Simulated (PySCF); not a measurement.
Atoms are numbered as in `[CH3:1][CH2:2][c:3]1[cH:4][n:5]([SiH3:6])[cH:7][n:8]1`. Hydrogens are named by the atom that carries them.

Geometry: GFN2-xTB; GIAO absolute shieldings from PySCF 2.14, gas phase, non-relativistic, averaged over equivalent atoms.

At PBE0/pcSseg-1 (193 basis functions, 32 s wall time on 1 thread of an Arm Neoverse V2, shared host):
```tsv
atoms	σ (ppm)
C3	30.5
C7	42.4
C4	67.0
C2	160.1
C1	166.6
N8	-44.9
N5	95.9
Si6	405.4
H(C7)	24.59
H(C4)	24.99
H(Si6)	26.65
H(C2)	28.96
H(C1)	30.45
```

**Question.** What do these become at WP04/pcSseg-1?

**Answer.** 
```json
{"atoms": "C3", "σ at WP04/pcSseg-1": "17.9", "change": "-12.6"}
{"atoms": "C7", "σ at WP04/pcSseg-1": "30.5", "change": "-11.9"}
{"atoms": "C4", "σ at WP04/pcSseg-1": "54.0", "change": "-13.0"}
{"atoms": "C2", "σ at WP04/pcSseg-1": "146.3", "change": "-13.8"}
{"atoms": "C1", "σ at WP04/pcSseg-1": "153.6", "change": "-13.0"}
{"atoms": "N8", "σ at WP04/pcSseg-1": "-58.6", "change": "-13.7"}
{"atoms": "N5", "σ at WP04/pcSseg-1": "81.5", "change": "-14.4"}
{"atoms": "Si6", "σ at WP04/pcSseg-1": "395.6", "change": "-9.8"}
{"atoms": "H(C7)", "σ at WP04/pcSseg-1": "25.00", "change": "+0.41"}
{"atoms": "H(C4)", "σ at WP04/pcSseg-1": "25.54", "change": "+0.55"}
{"atoms": "H(Si6)", "σ at WP04/pcSseg-1": "27.68", "change": "+1.03"}
{"atoms": "H(C2)", "σ at WP04/pcSseg-1": "29.34", "change": "+0.38"}
{"atoms": "H(C1)", "σ at WP04/pcSseg-1": "30.77", "change": "+0.32"}
```

The largest change is at N5 (pyrrole-type ring nitrogen). Cost: 193 basis functions, 24 s wall time on 1 thread of an Arm Neoverse V2, shared host. The order of the carbon signals is the same at both levels.
